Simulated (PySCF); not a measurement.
Predicted microwave data (PBE0-D3(BJ)/def2-SVP geometry optimisation, gas phase in PySCF) for one isomer of C5H6OS:

```
Rotational constants : A = 4867, B = 1925, C = 1392 MHz
Dipole components    : |μa| = 0.83 D, |μb| = 0.77 D, |μc| = 0.00 D
Inertial defect      : -3.26 u·Å²
κ                    : -0.69
```

**Question.** Which structure is it? (One computed conformer of each.)
A. `[CH3:1][S:2][c:3]1[cH:4][cH:5][o:6][cH:7]1` with C1–S2–C3–C4 180°
B. `[SH:1][CH2:2][c:3]1[cH:4][cH:5][cH:6][o:7]1` with H–S1–C2–C3 -62°, S1–C2–C3–C4 -107°
C. `[CH3:1][O:2][c:3]1[cH:4][cH:5][s:6][cH:7]1` with C1–O2–C3–C4 179°
D. `[OH:1][CH2:2][c:3]1[cH:4][cH:5][cH:6][s:7]1` with H–O1–C2–C3 52°, O1–C2–C3–C4 77° (2-thiophenemethanol)
E. `[CH3:1][O:2][c:3]1[cH:4][cH:5][cH:6][s:7]1` with C1–O2–C3–C4 179°
F. `[CH3:1][S:2][c:3]1[cH:4][cH:5][cH:6][o:7]1` with C1–S2–C3–C4 180° (2-furylmethylsulfide)

**Answer.** E. It is COc1cccs1, an asymmetric top, point group Cs. The candidates at the same level (rigid rotor, commonest isotopes):

| SMILES | A (MHz) | B (MHz) | C (MHz) | μa (D) | μb (D) | μc (D) | Δ (u·Å²) | point group | rotor |
| --- | --- | --- | --- | --- | --- | --- | --- | --- | --- |
| COc1cccs1 | 4867 | 1925 | 1392 | 0.83 | 0.77 | 0.00 | -3.26 | Cs | asymmetric top |
| SCc1ccco1 | 6033 | 1297 | 1181 | 1.30 | 0.09 | 0.67 | -45.56 | C1 | near-prolate asymmetric top |
| COc1ccsc1 | 5693 | 1571 | 1241 | 0.89 | 0.66 | 0.00 | -3.26 | Cs | asymmetric top |
| CSc1ccoc1 | 5871 | 1504 | 1206 | 0.37 | 0.81 | 0.00 | -3.27 | Cs | asymmetric top |
| CSc1ccco1 | 5765 | 1616 | 1273 | 0.00 | 1.10 | 0.00 | -3.25 | Cs | asymmetric top |
| OCc1cccs1 | 4518 | 1705 | 1351 | 1.33 | 0.31 | 0.05 | -34.14 | C1 | asymmetric top |

`CSc1ccco1` has A 18 % too high; `OCc1cccs1` has B 11 % too low; `CSc1ccoc1` has B 22 % too low; `SCc1ccco1` has B 33 % too low; `COc1ccsc1` has B 18 % too low. In the right answer the mirror of this Cs structure is the ab plane, so μc vanishes by symmetry (the 0.03 D computed is a residue). No structure here is proved a minimum.
